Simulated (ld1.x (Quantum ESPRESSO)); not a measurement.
Values are calculated unless marked as measured or tabulated.
# Potentials for Ag (Z = 47) compared

Generated with ld1.x 7.5 (TM, RRKJ, ultrasoft, PAW), atompaw 4.2 or ONCVPSP 4.0.1. The cutoff is in Ry: for ld1.x and atompaw files where the sum of valence levels is converged to 10 mRy in a Bessel basis, for ONCV files where the hardest occupied wave has 1 mHa per electron of residual kinetic energy. The error is the largest all-electron minus pseudo excitation energy over each file’s own four to seven test configurations (ionisations up to +4, promotions, holes and added fractions of an electron), all of which were solved. The labels leave out finer settings (local radius, basis sizes, second energies), which also bear on the numbers. Spin-polarised tests are not counted. The rows are a selection from randomly drawn settings: files with unsolved tests, undetermined cutoffs or missed reference levels are left out.

```tsv
potential	cutoff (Ry)	largest error (meV)	bound ghosts
RRKJ, PBEsol, scalar-relativistic, rc 1.65/2.35/1.40 (spd), local s, core correction yes, reference 4d9 5s0 5p0	70	-209	none
PAW, PBEsol, scalar-relativistic, rc 1.75/1.70/2.00 (spd), local smoothed, core correction yes, reference 4s2 4p6 4d9 5s2 5p0	40	-4.8	none
```

Problem. Fill in the row for Ag: ultrasoft, LDA (PZ), scalar-relativistic, rc 1.30/1.55/1.85 (spd), local smoothed, core correction no, reference 4s2 4p6 4d10 5s0.75 5p0.

Solution. cutoff 45 Ry, largest error -30 meV, bound ghosts: none.

Problem. Fill in the row for Ag: TM, Wu–Cohen, scalar-relativistic, rc 1.15/1.75/1.10 (spd), local smoothed, core correction yes, reference 4s2 4p6 4d10 5s0 5p0.

Solution. cutoff 110 Ry, largest error +659 meV, bound ghosts: none.

Problem. Fill in the row for Ag: RRKJ, PBEsol, scalar-relativistic, rc 0.95/1.50/1.40/1.55 (spdf), local s, core correction no, reference 4s2 4p6 4d8 5s0 5p0.

Solution. cutoff 140 Ry, largest error +203 meV, bound ghosts: none.
